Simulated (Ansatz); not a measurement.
CN, doublet (typed; the unrestricted solution is spin-contaminated), at a GFN2-xTB geometry; Ansatz (a program for electronic structure) with PBE0/6-31G*.

Here is a job for Ansatz.
Ansatz 0.2 input:
```yaml
crystal:
  periodic: [false, false, false]
  atoms:
    - {symbol: C, position_ang: [-0.00000000, -0.00000000, -0.61154905]}
    - {symbol: N, position_ang: [0.00000000, 0.00000000, 0.52418490]}
basis:
  gaussian:
    orbitals: 6-31G*
    occupation: {up: {"A1": 5, "B1": 1, "A2": 1}, down: {"A1": 4, "B1": 1, "B2": 1}}
hamiltonian:
  xc: pbe0
magnetization: {spin_polarized: true, initial_magnetization: 1}
```

It wrote (shortened):

```
Functional definition: PBE0
283 factors; integrals over basis functions are off by at most 5.1e-4 eV
mean field evaluation 1: about -2470.5277 eV, gradient 1.9e1 eV
mean field evaluation 2: about -2472.1134 eV, gradient 9.5e-1 eV
mean field evaluation 4: about -2472.1244 eV, gradient 3.2e-2 eV
mean field evaluation 8: about -2472.1244 eV, gradient 2.5e-6 eV
mean field -2472.12443682 eV, -90.8488973871 hartree, gradient 2.5e-6 eV, S^2 1.770620; 0 other end points of the search recorded, 0 dependent functions left out
reference -2472.12444458 eV, -90.8488976722 hartree; 7, 6 occupied and 23, 24 virtual orbitals, 283 factors
Total energy: -2472.12444458 eV, -90.8488976722 hartree
```
